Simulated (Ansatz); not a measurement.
The cluster Mg₃O₄⁻, 7 atoms. Hardware: 4 threads of AMD EPYC on a shared host.

Correlated methods freeze 7 core orbitals; core or outer-core shells of Mg are correlated, in sets that lack core-valence functions.

(1) How many basis functions does each of these Ansatz runs have, and roughly what does it cost? PBE-QIDH/def2-TZVPD, charge -1 doublet, energy, from earlier orbitals; PBE0-D4/def2-TZVPD, charge -1 doublet, energy, from earlier orbitals; r2SCAN-D4/def2-TZVPD, charge -1 doublet, energy, from earlier orbitals; PBE-D4/def2-TZVPD, charge -1 doublet, energy and forces, from earlier orbitals; MP2/def2-TZVPD, charge -1 doublet, energy, from earlier orbitals; PBE0-D4/def2-SVP, charge -1 doublet, energy with a search over starts; BLYP-D4/def2-TZVPD, charge -1 doublet, energy, from earlier orbitals; PBE0-D4/def2-SVPD, charge -1 doublet, relaxation, 15 steps; RPA@PBE/def2-TZVPD, charge -1 doublet, energy, from earlier orbitals; B97M-V/def2-TZVPD, charge -1 doublet, energy, from earlier orbitals.

Results:

(1) Other jobs shared the machine, so times can vary by a factor of up to 3. A dash marks memory too small to be measured apart from the calling script's.

```csv
run,functions,fitting or Cholesky vectors,wall time,peak host memory (GiB)
"BLYP-D4/def2-TZVPD, charge -1 doublet, energy, from earlier orbitals",265,1660,26 s,0.56
"PBE-D4/def2-TZVPD, charge -1 doublet, energy and forces, from earlier orbitals",265,1660,30 s,0.57
"PBE0-D4/def2-SVP, charge -1 doublet, energy with a search over starts",110,968,37 s,–
"MP2/def2-TZVPD, charge -1 doublet, energy, from earlier orbitals",265,1922,43 s,1
"RPA@PBE/def2-TZVPD, charge -1 doublet, energy, from earlier orbitals",265,1922,48 s,1.1
"PBE-QIDH/def2-TZVPD, charge -1 doublet, energy, from earlier orbitals",265,1922,59 s,1.1
"PBE0-D4/def2-TZVPD, charge -1 doublet, energy, from earlier orbitals",265,1660,68 s,1.7
"B97M-V/def2-TZVPD, charge -1 doublet, energy, from earlier orbitals",265,1660,69 s,0.86
"r2SCAN-D4/def2-TZVPD, charge -1 doublet, energy, from earlier orbitals",265,1660,93 s,1.1
"PBE0-D4/def2-SVPD, charge -1 doublet, relaxation, 15 steps",155,1364,4.3 min,0.6
```
